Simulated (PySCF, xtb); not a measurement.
CH5BrOSi, SMILES CO[SiH2]Br. One conformer was computed; it need not be the lowest.

Harmonic wavenumbers (cm⁻¹) from GFN2-xTB run with xtb at its own minimum, in rising order: 71, 110, 166, 272, 422, 534, 609, 739, 762, 799, 1134, 1140, 1178, 1422, 1479, 1482, 2328, 2440, 2958, 2969, 3006.

Problem. What does PySCF with PBE0-D3(BJ)/def2-SVP give at its own minimum? (The exact figures need the calculation; the answer reports its results.)

Solution. 80, 100, 176, 278, 432, 610, 735, 786, 889, 943, 1175, 1179, 1225, 1473, 1474, 1478, 2247, 2304, 3023, 3108, 3155. Paired by order, the mean absolute difference is 63 cm⁻¹ and the zero-point energies are 37.2 and 38.4 kcal/mol.
